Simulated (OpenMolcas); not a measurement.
What dynamic correlation does to the levels of Ru2+

```yaml
Program: OpenMolcas 26.06
Basis: ANO-RCC-VDZP [6s5p3d1f]
Scalar_Hamiltonian: DKH2, point nucleus
Active_space: 6 electrons in 6 orbitals (4d 5s)
State_averaging: 2S+1 = 7 even, 1 root; 2S+1 = 5 even, 30 roots; 2S+1 = 3 even, 127 roots (107 in the spin-orbit step); 2S+1 = 1 even, 102 roots (62 in the spin-orbit step)
Spin-orbit_coupling: state interaction with AMFI integrals over the reference wave functions, term energies averaged over their components
```

Methods on the same reference wave functions:
A. CASSCF
B. SS-CASPT2, IPEA 0.25 Eh, imaginary shift 0.1 Eh (closed shells correlated: 4s 4p)
C. MS-CASPT2, IPEA 0.25 Eh, imaginary shift 0.1 Eh (closed shells correlated: 4s 4p)

Energies in cm-1 above 4d6 5D4, the measured ground level; measured values from Moore, Atomic Energy Levels, vol. III, NSRDS-NBS 35 (1971 reprint of NBS Circular 467, 1958).

```csv
Level,A,B,C,Measured
4d6 5D4,0.0,0.0,0.0,0.0
4d6 5D3,1284,1293,1295,1159
4d6 5D2,2044,2030,2030,1826
4d6 5D1,2538,2510,2520,2266
4d6 5D0,2776,2740,2750,2476
4d6 3H6,16084,16340,16350,
4d6 3H5,16489,16600,16610,
4d6 3P2(1),16921,14840,14850,
4d6 3F3(1),18734,17600,17610,
4d5 5s 7S3,18876,24300,24310,27163
4d6 3F2(1),19304,18040,18050,
4d6 3P1(1),20517,18450,18460,
4d6 3G5,20634,20110,20110,
4d6 3P0(1),21136,19130,19140,
4d6 3G4,21773,21070,21070,
4d6 3G3,22106,21340,21340,
4d6 1I6,24631,25160,25170,
4d6 3D2,25964,23830,23830,
4d6 3D1,26112,24040,24050,
4d6 1G4(1),26233,25780,25800,
4d6 3D3,26340,24250,24260,
4d6 1S0,29971,28160,28160,
4d6 1D2(1),32627,29630,29640,
4d5 5s 5S2,36210,37370,37380,41112
```

Deviations, from unrounded energies. A percentage is the sum of absolute deviations over the sum of measured energies, with the sign that they share, or ± where signs differ.

| Against measurement | Levels | A | B | C |
| --- | --- | --- | --- | --- |
| mean absolute deviation (cm-1) | 6 | 2400 | 1200 | 1200 |
| fine structure of the ground term (%) | 4 | +11.8 | +11.0 | +11.1 |
| other configurations (%) | 2 | -19.3 | -9.7 | -9.7 |

B, C lie about equally close to measurement and A furthest from it. The largest miss of C in the table is 4d5 5s 5S2, by -3700 cm-1. The ranking rests on the paired levels alone, and a cruder setting can come out closer through cancelling errors.

Between B and C the level of the table that moves most is 4d6 1G4(1), by 18 cm-1 (lowest in B, highest in C). Moves below CASPT2's spread within the term are not significant.

The two smallest mean deviations differ by little beside CASPT2's spread within terms, so their order carries little weight.

From A to B the spin-free energies of the other terms of 4d6 shown, above 5D, scale by factors of 0.88 to 1.02.

The lowest spin-free term lies below A's lowest term by 0.301 hartree in B, 0.301 hartree in C.

CASPT2 breaks the degeneracy within a term, and the mean is taken; among the terms shown or strongly mixed into the levels shown the widest spread is 1600 cm-1 (4d6 1I, C). Some high roots are left out of the spin-orbit mixing, which shifts the levels that they would mix with. A single d shell beside an s shell can misplace configurations of different d count against each other. Without dynamic correlation excited terms often stand tens of per cent too high (terms of higher spin than the ground term too low), and those without a measured partner can miss by more than the paired ones (holds for A). The CASPT2 spread within a term exceeds the gap to the next term for 4d6 1G(1) and 4d6 1I, so the order of their levels is uncertain (holds for B; C). Blocks of more than 70 roots (2S+1 = 3 even) ran without multistate coupling (holds for C). Measured partners are found by configuration, term and J. A level has none where our copy of the source lacks it or the pairing is in doubt (some pairs that miss far off the trend of their configuration count as doubtful), and it then counts in no deviation. Levels of configurations outside the active space are missing. The table leaves out levels that lie high or whose names do not pair safely across all columns.

A number in round brackets counts repeated terms of one configuration in the order of the reference energies.
